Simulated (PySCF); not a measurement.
# How methods differ on the ionisation energy of Ho⁺

Ho⁺ [Xe] 4f11 6s1 [4f5/2^6 4f7/2^5 6s1/2^1, M_J = 8] → Ho²⁺ [Xe] 4f11 [4f5/2^6 4f7/2^5, M_J = 15/2], as a difference of total energies. Calculation: PySCF 2.14, in x2c-TZVPPall-2c (11s11p10d4f2g, 140 functions); the two-component X2C-1e Hamiltonian. Correlated levels: [Ar] 3d10 frozen; the 18 highest virtual spinors dropped. "Screened" scales the spin-orbit matrix elements by Boettger's factors to mimic the two-electron term; Breit and QED terms are absent.

| method | ionisation energy (eV) |
| --- | --- |
| GHF (spin-free) | 10.923 |
| GMP2 (spin-free) | 11.829 |
| GHF (screened spin-orbit) | 10.926 |
| GMP2 (screened spin-orbit) | 11.831 |

Q: How much does correlation contribute at GMP2 (screened spin-orbit)?

A: 11.831 − (10.926) = 0.905 eV, measured against GHF (screened spin-orbit).

The spin-free rows relax to the high-spin LS determinant and lack the spin-orbit shift.

The labels give the starting determinants; with spin-orbit coupling the two ends relaxed to ⟨J²⟩ = 72.01, ⟨L²⟩ = 42.39, ⟨S²⟩ = 6.01 and ⟨J²⟩ = 63.76, ⟨L²⟩ = 42.40, ⟨S²⟩ = 3.77.

For comparison: 11.781 ± 0.02 eV (semi-empirical (NIST evaluation); NIST Atomic Spectra Database, ionization energies).
